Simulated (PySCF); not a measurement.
Compound: C3H9BTe.
Bonds: C1–B2, B2–C3, B2–C4, C4–Te5. Hydrogens: H6, H7, H8 on C1; H9, H10, H11 on C3; H12, H13 on C4; H14 on Te5.

Computed with PBE0-D3(BJ)/def2-SVP geometry optimisation, gas phase, def2 core potentials past Kr (PySCF).

**Question.** Give the optimised bond lengths and angles.

**Answer.** 
```tsv
bond	length (bohr)
C1–B2, B2–C3	2.989
B2–C4	2.953
C4–Te5	4.152
C1–H6 and 5 like bonds	2.084
C4–H12, C4–H13	2.074
Te5–H14	3.144
```

Bonds in one row agree within 0.02 bohr and their mean is given. A selection of angles:
```tsv
angle	degrees
B2–C1–H6	113.0
B2–C1–H7	114.9
B2–C1–H8	106.8
H6–C1–H7	108.7
H6–C1–H8	106.0
H7–C1–H8	106.8
C1–B2–C3	119.8
C1–B2–C4	119.7
B2–C4–Te5	90.6
B2–C4–H12	120.4
Te5–C4–H12	106.8
Te5–C4–H13	104.7
H12–C4–H13	111.2
C4–Te5–H14	93.2
```

Dihedral angles: C1–B2–C4–Te5 93° (anticlinal). The mirror-image conformer, all signs reversed, is as good.

B2 (three-coordinate boron) is planar (angles 120.1°, 119.8° and 119.7°, sum 359.6°, 0.06 Å off the plane of its three neighbours).

Not checked by PBE0-D3(BJ)/def2-SVP frequencies. The numbers are those of one conformer (C1–B2–C4–Te5 93°, B2–C4–Te5–H 85°).
